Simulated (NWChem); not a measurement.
Molecule: C₃H₅NOSi; SMILES c1oc(nc1)[SiH3]

Program: NWChem. Structure relaxed at the B3LYP/6-31G* (spherical d) level. Hybrids' shares of exact exchange are those that their runs print; pure functionals count as 0. The functionals differ in more than this share.

```csv
row,share of exact exchange,orbital gap (eV)
PBE/def2-TZVP,0.00,4.59
TPSSh/def2-TZVP,0.10,5.50
B3LYP/def2-TZVP,0.20,6.14
PBE0/def2-TZVP,0.25,6.56
PW6B95/def2-TZVP,0.28,withheld
```

Problem. Fit a straight line of the last column on the one before it, predict the withheld value, and compare with the run.

Solution. 
1. Means of the 4 shown rows: x = 0.138, y = 5.697. Slope Σ(x − x̄)(y − ȳ)/Σ(x − x̄)² = 0.2844/0.03688 = 7.712; intercept 4.637.
2. The shown rows scatter about the line by 0.055 (root mean square); the largest residual is +0.09, at TPSSh/def2-TZVP.
3. At x = 0.28 (PW6B95/def2-TZVP; beyond the shown range) the line gives 6.80.
4. The run gives 6.71, -0.09 from the line, 1.6 times the scatter.
